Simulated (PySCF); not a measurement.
N-silylprop-2-yn-1-amine (C3H7NSi), SMILES N(CC#C)[SiH3].

The structure is a stationary point at r2SCAN-D4/def2-SVP. Other conformers were not sampled.

All values below come from TDDFT-PBE0/def2-SVPD in PySCF.

Vertical excitations. The molecule is in vacuum.

Computed UV-visible absorptions:
```csv
state,energy (eV),λ (nm),f,main pairs
S1,5.95,208,0.014,HOMO→LUMO 97 %
S2,6.35,195,0.000,"HOMO−1→LUMO 49 %, HOMO−1→LUMO+1 17 %, HOMO−1→LUMO+3 13 %"
S3,6.63,187,0.000,"HOMO→LUMO+2 67 %, HOMO−2→LUMO+2 14 %"
S4,6.70,185,0.013,"HOMO→LUMO+1 33 %, HOMO−1→LUMO+2 26 %, HOMO−2→LUMO 12 %, HOMO→LUMO+3 10 %"
S5,6.89,180,0.012,"HOMO→LUMO+1 49 %, HOMO−2→LUMO 23 %, HOMO−1→LUMO+2 9 %"
S6,7.08,175,0.003,"HOMO→LUMO+4 30 %, HOMO−2→LUMO+2 28 %, HOMO→LUMO+2 17 %, HOMO→LUMO+1 7 %"
S7,7.13,174,0.024,HOMO→LUMO+3 76 %
S8,7.21,172,0.024,"HOMO−1→LUMO+1 42 %, HOMO−1→LUMO 31 %, HOMO−1→LUMO+3 11 %, HOMO→LUMO+4 9 %"
S9,7.35,169,0.011,"HOMO→LUMO+4 43 %, HOMO−2→LUMO+2 32 %, HOMO→LUMO+2 7 %"
S10,7.49,165,0.080,"HOMO−2→LUMO+1 34 %, HOMO−2→LUMO 33 %, HOMO−2→LUMO+3 11 %, HOMO→LUMO+5 7 %"
T1,5.14,241,0,"HOMO−1→LUMO+2 22 %, HOMO→LUMO 15 %, HOMO−2→LUMO 13 %, HOMO−2→LUMO+1 12 %"
T2,5.59,222,0,"HOMO→LUMO 54 %, HOMO−1→LUMO+2 27 %"
T3,5.68,218,0,"HOMO−1→LUMO 27 %, HOMO−2→LUMO+2 17 %, HOMO−1→LUMO+1 16 %, HOMO−1→LUMO+3 13 %"
T4,5.82,213,0,"HOMO→LUMO 24 %, HOMO−1→LUMO+2 19 %, HOMO−2→LUMO 18 %, HOMO−2→LUMO+1 10 %"
```
Triplets are in the Tamm–Dancoff approximation, which puts them higher than full response would, so one can lie above its singlet here.
